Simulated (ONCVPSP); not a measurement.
# What the settings do to the ONCV potential of strontium (Sr)

Base potential:

| Property | Result |
| --- | --- |
| Element | Sr |
| Generator | ONCVPSP 4.0.1 |
| Type | optimised norm-conserving Vanderbilt (ONCV) |
| Functional | LDA (Perdew-Zunger) |
| Relativity | scalar-relativistic |
| Frozen core | [Ar] 3d10 |
| Valence charge | 10 |
| Reference configuration | 4s2 4p6 5s2 |
| Partial waves | 4s+5s: rc 1.95 bohr, ncon 4, nbas 9, qcut 5.7 1/bohr, 2 projectors; 4p: rc 1.45 bohr, ncon 3, nbas 8, qcut 6.5 1/bohr, 2 projectors, debl 2.4 Ha; d scattering state at 0.09 Ha: rc 2.10 bohr, ncon 4, nbas 9, qcut 4.3 1/bohr, 2 projectors, debl 4 Ha |
| Local potential | polynomial inside 1.35 bohr (lpopt 5, dvloc0 3 Ha) |
| Core correction | Teter function, fcfact 5.75, rcfact 1.25 |

In the d channel the program set the typed energies aside and used 0.050, 4.050 Ha.

All-electron outer shells of the reference configuration (LDA (Perdew-Zunger), scalar-relativistic, ld1.x):

```json
{"shell": "4s", "level (eV)": "-40.91", "outermost node (bohr)": "0.59", "outermost maximum (bohr)": "1.19"}
{"shell": "4p", "level (eV)": "-22.85", "outermost node (bohr)": "0.61", "outermost maximum (bohr)": "1.32"}
{"shell": "5s", "level (eV)": "-3.64", "outermost node (bohr)": "1.65", "outermost maximum (bohr)": "3.62"}
```

Cutoffs, loose and tight: the cutoffs (Ha) at which the residual kinetic energy of the hardest occupied pseudo-wave falls to 1 and 0.1 mHa per electron. They do not see the model core or the augmentation charge, which bear on the density cutoff. Test errors are all-electron minus pseudo excitation energies from the reference, over the configurations 4s2 4p6 5s1; 4s2 4p6 5s0; 4s2 4p6 5s1.5; 4s2 4p6 4d1 5s0. A dash means not determined; rows that change the core or the reference have their own tests.

```tsv
change	outcome	cutoff, loose	cutoff, tight	bound ghosts	GHOST(+) flags above zero	largest test error (meV)
base	generated, projector energies reset by the program	17 Ha	24 Ha	none	s	-6.6
p: qcut 4	generated, projector energies reset by the program	37 Ha	110 Ha	none	s	-6.8
p: qcut 4.6	generated, projector energies reset by the program	27 Ha	108 Ha	none	s	-6.8
p: qcut 5.7	generated, projector energies reset by the program	15 Ha	87 Ha	none	s	-6.7
p: qcut 6.3	generated, projector energies reset by the program	16 Ha	31 Ha	none	s	-6.6
p: qcut 7.1	generated, projector energies reset by the program	19 Ha	23 Ha	none	s	-6.5
p: qcut 7.9	generated, projector energies reset by the program	21 Ha	26 Ha	none	s	-6.5
p: qcut 9	generated, projector energies reset by the program	24 Ha	29 Ha	none	s	-6.4
p: qcut 9.6	generated, projector energies reset by the program	25 Ha	31 Ha	none	s	-6.4
```

Reading the sweep of the qcut of the p channel (base included, trends over the rows without a ghost): The loose cutoff is not monotonic: lowest 15 Ha at 5.7 1/bohr, highest 37 Ha at 4 1/bohr. The median size of the test errors (rows with all tests solved) stays near 1.6 meV.
